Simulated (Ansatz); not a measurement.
Reaction (atomization): `C[O][Al]([O]C(C)C)[O]C(C)C` → Al• + 7 C• + 17 H• + 3 O•

Isolated molecules relaxed with PBE0-D4/def2-TZVP in Ansatz; ΔE leaves out vibrations. CCSD(T)/CBS is the MP2 limit (def2-TZVPP, def2-QZVPP) plus CCSD(T) − MP2 in def2-TZVPP, frozen cores. This one scheme is used for every species, atoms too. Functionals use def2-TZVPP. No spin–orbit coupling; open shells (•) take unrestricted orbitals. Spin–orbit coupling would lower the free atoms: a little for Al, C, O. One conformer a species, not always the lowest.

```csv
level,ΔE (eV)
PBE,118.40
revPBE,114.26
CCSD/def2-SVP,111.08
CCSD/def2-TZVPP,112.92
```

Task: What does CCSD(T)/CBS give? (An estimate is asked.)

Result: Computed: +117.15 eV. The listed levels differ from it by 1.25, -2.89, -6.07, -4.23 eV.

Largest T1 diagnostic among the species: 0.018.

From PBE to PBE0 (25 % exact exchange), in def2-TZVPP and without D4, ΔE moves by −1.69 eV: exact exchange takes away binding that semilocal exchange gives to molecules. In def2-TZVPP, CCSD(T) changes the Hartree–Fock value by +27.53 eV (the triples alone add +1.52 eV) and MP2 by +29.37 eV; breaking electron pairs costs correlation energy, which Hartree–Fock lacks.

For atomizations the MP2-based limit and the directly extrapolated one differ by several kJ/mol either way, and by 10 to 25 for some Ge, Se and Sn compounds, so smaller differences from it don't rank the levels.
